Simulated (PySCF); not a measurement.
SMILES Clc1c[c]ccc1 (C6H4Cl), doublet, PBE0/def2-SVP optimised geometry.

```
11

Cl    -1.02    -2.42     0.00
C     -0.13    -0.94     0.00
C      1.27    -0.98     0.00
C      1.90     0.24     0.00
C      1.30     1.48     0.00
C     -0.10     1.48     0.00
C     -0.81     0.28     0.00
H      1.80    -1.94     0.00
H      1.87     2.41     0.00
H     -0.65     2.42     0.00
H     -1.90     0.28     0.00
```

Density from unrestricted PBE0/def2-TZVP in PySCF 2.14.0 at that geometry.

Minimum of the electron density along straight lines between bonded atoms, close to the bond critical point (lines longer than 1.1 times the sum of covalent radii, or with two minima, are not listed):

```
bond    length / Å  ρ at the minimum / e bohr⁻³  ∇²ρ there / e bohr⁻⁵  position (fraction from the first atom)
------  ----------  ---------------------------  --------------------  ---------------------------------------
Cl1–C2       1.733                        0.206                 -0.33                                     0.58
C2–C3        1.402                        0.309                 -0.88                                     0.52
C3–C4        1.375                        0.322                 -0.94                                     0.49
C4–C5        1.376                        0.322                 -0.95                                     0.51
C5–C6        1.401                        0.308                 -0.88                                     0.50
C2–C7        1.397                        0.315                 -0.92                                     0.52
C6–C7        1.395                        0.314                 -0.91                                     0.50
C3–H8        1.092                        0.280                 -0.99                                     0.65
C5–H9        1.093                        0.279                 -0.98                                     0.65
C6–H10       1.094                        0.280                 -0.99                                     0.65
C7–H11       1.091                        0.281                 -0.99                                     0.65
```
